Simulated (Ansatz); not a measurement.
Z-matrix (Å, degrees):
```
C
C 1 1.517
H 1 1.093 2 110.8
H 1 1.093 2 110.9 3 120.1
H 1 1.094 2 110.1 3 -120.2
C 2 1.515 1 112.1 3 -179.6
O 2 1.410 1 110.9 3 59.1
H 2 1.100 1 108.4 3 -60.0
H 6 1.093 2 110.1 1 -59.9
H 6 1.093 2 110.9 1 60.2
H 6 1.091 2 110.5 1 -179.4
Al 7 1.678 2 136.1 1 -51.7
O 12 1.690 7 120.3 2 176.7
O 12 1.691 7 120.4 2 -3.7
H 13 0.956 12 122.2 7 -0.3
H 14 0.956 12 122.0 7 -179.0
```

Total charge 0; spin multiplicity 1.

Q: List the B3LYP/def2-TZVPP orbital energies in eV (Ansatz 0.2.0). (Estimate.)

A: The calculation gave: Occupied: -1524.13, -520.04, -520.03, -519.89, -278.17, -276.41, -276.34, -112.14, -72.87, -72.71, -72.71, -27.04, -26.58, -26.40, -20.88, -18.77, -15.90, -14.02, -13.40, -13.25, -12.35, -11.78, -10.62, -10.54, -10.03, -9.75, -9.40, -9.32, -9.20, -8.68, -7.99, -7.72. Lowest empty: -0.62, 0.67, 1.14, 1.21, 1.98, 2.34, 2.38, 2.63.

B3LYP here is the variant with VWN-RPA as its local correlation; programs differ in this.
